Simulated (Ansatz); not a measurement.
Relaxation of AlH6NOSi (10 atoms, charge 0, multiplicity 1), to a largest force component of 0.02 eV/Å in at most 40 steps.

The calculation used Ansatz 0.2.0, RKS PBE-D4/6-31G.

```xyz
10
Properties=species:S:1:pos:R:3
Al 0.000 0.000 0.000
O 0.000 0.000 1.780
Si -1.315 -0.407 2.744
H -2.239 -1.240 1.980
H -0.851 -1.143 3.916
H -1.999 0.809 3.173
N 1.663 0.000 -0.960
H 2.129 -0.918 -1.212
H 2.114 0.918 -1.238
H -1.351 0.000 -0.780
```

**Question.** Where does it end, and by what steps?

**Answer.** The run converged. The force dipped under the threshold on the way, but the program's further checks kept it going. Limits of this set-up: no polarisation functions. After 13 steps the energy has fallen by 1.011 eV; H8 moved furthest, 1.30 Å.

```json
{"step": "0", "energy less start (eV)": "0.0000", "largest force component (eV/Å)": "2.699", "accepted": "yes"}
{"step": "1", "energy less start (eV)": "-0.3915", "largest force component (eV/Å)": "1.050", "accepted": "yes"}
{"step": "2", "energy less start (eV)": "-0.4963", "largest force component (eV/Å)": "0.827", "accepted": "yes"}
{"step": "3", "energy less start (eV)": "-0.5667", "largest force component (eV/Å)": "0.250", "accepted": "yes"}
{"step": "4", "energy less start (eV)": "-0.6323", "largest force component (eV/Å)": "0.296", "accepted": "yes"}
{"step": "5", "energy less start (eV)": "-0.6987", "largest force component (eV/Å)": "0.840", "accepted": "yes"}
{"step": "6", "energy less start (eV)": "-0.8366", "largest force component (eV/Å)": "0.593", "accepted": "yes"}
{"step": "7", "energy less start (eV)": "-0.9420", "largest force component (eV/Å)": "0.333", "accepted": "yes"}
{"step": "8", "energy less start (eV)": "-0.9892", "largest force component (eV/Å)": "0.183", "accepted": "yes"}
{"step": "9", "energy less start (eV)": "-1.0033", "largest force component (eV/Å)": "0.143", "accepted": "yes"}
{"step": "10", "energy less start (eV)": "-1.0091", "largest force component (eV/Å)": "0.103", "accepted": "yes"}
{"step": "11", "energy less start (eV)": "-1.0110", "largest force component (eV/Å)": "0.012", "accepted": "yes"}
{"step": "12", "energy less start (eV)": "-1.0113", "largest force component (eV/Å)": "0.037", "accepted": "yes"}
{"step": "13", "energy less start (eV)": "-1.0114", "largest force component (eV/Å)": "0.015", "accepted": "yes"}
```

```xyz
10
Properties=species:S:1:pos:R:3
Al -0.134 0.169 -0.373
O -0.708 -0.172 1.217
Si -1.317 -0.518 2.769
H -2.474 -1.498 2.682
H -0.239 -1.135 3.645
H -1.808 0.753 3.441
N 1.617 -0.039 -0.732
H 2.318 -0.343 -0.058
H 2.022 0.144 -1.650
H -1.123 0.660 -1.538
```

Whether the end is a true minimum wasn't checked by a vibrational analysis.

The run took 46 s on 1 thread of Arm Neoverse V1, with other jobs on the host, peak memory 0.16 GiB.
